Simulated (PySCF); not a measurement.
Molecular orbitals of BeN

CAM-B3LYP at R = 1.605 Å; PySCF, no relativity, basis sets Be pcseg-2, N pcseg-2. State: ⁴Σ⁻ (quartet), unpaired electrons σ ↑, π ↑↑. Only the outer orbitals are listed, counted within each symmetry.

```csv
spin,orbital,occ.,ε (eV),on Be (%),main shells (%)
α,3σ,1,-23.72,11,88 N s
α,4σ,1,-11.08,20,"73 N p, 16 Be s"
α,1π,1,-11.00,8,92 N p
α,1π,1,-11.00,8,92 N p
α,5σ,1,-7.47,97,"69 Be s, 28 Be p"
α,2π,0,0.24,100,99 Be p
α,2π,0,0.24,100,99 Be p
β,3σ,1,-20.22,15,83 N s
β,4σ,1,-9.67,19,"72 N p, 14 Be s, 9 N s"
β,1π,0,-2.37,33,"67 N p, 32 Be p"
β,1π,0,-2.37,33,"67 N p, 32 Be p"
β,5σ,0,-1.65,99,"79 Be s, 19 Be p"
```

Question: Which are the highest filled and the lowest empty level, where do they sit, and how wide is the gap?

Answer: Highest filled α 5σ at -7.47 eV (in %: 69 Be s, 28 Be p); lowest empty β 1π at -2.37 eV (in %: 67 N p, 32 Be p); the gap at CAM-B3LYP is 5.10 eV.

The bond order (Mayer) is 1.02, the ⟨S²⟩ is 3.755 and the charge on Be (Mulliken, basis-dependent) is 0.23. The charge on Be (Löwdin, basis-dependent) is 0.20. The dipole moment (positive dipole means Be(−)N(+)) is -1.52 D, the polarisability along the bond is 30.1 bohr³ and the polarisability across the bond is 31.5 bohr³.

The state was picked by a PBE0 search and need not be the measured ground state.
